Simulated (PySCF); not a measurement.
BClH, SMILES [BH]Cl (connectivity only; charge and spin as stated), charge +1, multiplicity 1. Geometry: ωB97X-D3(BJ)/def2-TZVPD. The multiplicity is an assumed one; other spin states were not compared. The isomer is the one that the SMILES or the coordinates give; other isomers of the formula were not compared.

Calculation: ωB97X-D3(BJ)/def2-TZVPD (PySCF).

Harmonic wavenumbers (cm⁻¹): 726, 726, 1149, 2862. Rotational constants (GHz): 18.99 (linear); symmetry number 1.

Work out the zero-point energy and the ideal-gas rigid-rotor harmonic-oscillator thermochemistry at 298.15 K and 1 atm.

ZPE = ½ Σ hcν = ½ × 5464 cm⁻¹ = 7.81 kcal/mol. H − E(el) = 10.03 kcal/mol. Entropy in cal/(mol K): translation 37.48, rotation 13.49, vibration 0.60, total 51.58. G − E(el) = -5.35 kcal/mol. Cp = 8.76 cal/(mol K).
